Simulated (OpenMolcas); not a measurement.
# Pd2+: moving or changing the point charges

Pd2+ among 6 point charges of -1 e arranged as a trigonal prism (D3h), 1.83 Å from the ion, with a polar angle of 57.9° against the regular 49.1°.

- Program: OpenMolcas 26.06
- Method: SS-CASPT2, IPEA 0.25 Eh, imaginary shift 0.1 Eh (closed shells correlated: 4s 4p)
- Basis: ANO-RCC-VDZP [6s5p3d1f]
- Scalar Hamiltonian: DKH2, point nucleus
- Active space: 8 electrons in 5 orbitals (4d)
- State averaging: 2S+1 = 3 even, 10 roots; 2S+1 = 1 even, 15 roots
- Spin-orbit coupling: state interaction with AMFI integrals over the reference wave functions

Runs around this geometry, states (labels of D3, the rotations of D3h). Energies in cm-1 above the lowest state or level, χT in cm3 K/mol.

```json
{"R (Å)": "1.83", "q (e)": "-0.5", "Polar angle / regular": "1.18", "Ground state": "3A1", "First state of that spin": "3A2 7", "First gap with spin-orbit (degeneracies)": "480 (2, 1)", "χT at 300 K": "3.318", "First state of another spin": "1E 10040"}
{"R (Å)": "1.83", "q (e)": "-1", "Polar angle / regular": "1.18", "Ground state": "3A2", "First state of that spin": "3A1 260", "First gap with spin-orbit (degeneracies)": "340 (2, 1)", "χT at 300 K": "3.178", "First state of another spin": "1E 10360"}
{"R (Å)": "1.95", "q (e)": "-1", "Polar angle / regular": "1.18", "Ground state": "3A1", "First state of that spin": "3A2 13", "First gap with spin-orbit (degeneracies)": "490 (2, 1)", "χT at 300 K": "3.247", "First state of another spin": "1E 10120"}
{"R (Å)": "1.83", "q (e)": "-1", "Polar angle / regular": "1.27", "Ground state": "3A1", "First state of that spin": "3A2 25", "First gap with spin-orbit (degeneracies)": "1660 (2, 1)", "χT at 300 K": "3.233", "First state of another spin": "1E 10300"}
```

The ground state changes within this set.

Roots that are degenerate in the reference are averaged as groups; the widest CASPT2 spread within a group is 96 cm-1 (the 2-fold group of multiplicity 3 near 3380 cm-1 above the lowest state of its run, R = 1.83, q = -0.5, ratio = 1.18). Shifts and gaps below about the spread of the groups concerned are not significant. Real 4d8 and 5d8 ions are as a rule square planar and diamagnetic. Free-ion shares, where given, are those of the reference states; single-state CASPT2 does not remix them. Spin-orbit coupling mixes the spin-free states strongly: the lowest level takes only 50 % from its leading state, 3A1 (figures for R = 1.83, q = -0.5, ratio = 1.18; the like holds for R = 1.83, q = -1, ratio = 1.18, R = 1.95, q = -1, ratio = 1.18, R = 1.83, q = -1, ratio = 1.27). The ground term spreads over less than 5000 cm-1, several times less than with real ligands, so orbital moments are less quenched and χT lies further from the spin-only value than at real sites (holds for R = 1.83, q = -0.5, ratio = 1.18). Point charges carry no covalency, so the field is a model and not that of real ligands. No measured value stands beside these numbers.
